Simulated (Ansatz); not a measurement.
CH₄BBrSi (`BrC1B[SiH2]1`), relaxed with RKS PBE-D4/def2-SVP in Ansatz from a rough embedded geometry. The force threshold is 0.03 eV/Å; the program also tests the step.

Total charge 0; spin multiplicity 1.

Start:

```xyz
8

Br    1.432   -1.674   -0.841
C     0.102   -0.868    0.208
B    -0.924   -0.093   -0.660
Si    0.467    0.922    0.506
H    -0.331   -1.433    1.056
H    -1.830   -0.021   -1.444
H     1.364    1.592   -0.390
H    -0.279    1.576    1.565
```

(1) By how much does the energy fall, and how many steps does the optimiser take? (An estimate is asked.)

(2) Which bonds change most? (Best estimate.)

(3) Give the relaxed structure. (Best estimate.)

Results:

(1) Ansatz gave: 94.08 kJ/mol, in 15 steps.

(2) Ansatz gave: C2–Si4 from 1.851 to 2.210 Å; B3–Si4 from 2.080 to 1.916 Å; Si4–H7 from 1.435 to 1.509 Å; C2–B3 from 1.552 to 1.482 Å.

(3) Ansatz gave: 
```xyz
8

Br    0.918   -2.449   -0.713
C    -0.040   -0.980    0.075
B    -0.929   -0.065   -0.680
Si    0.042    1.209    0.371
H     0.054   -1.050    1.173
H    -1.284   -0.049   -1.833
H     0.959    2.238   -0.243
H     0.279    1.146    1.851
```
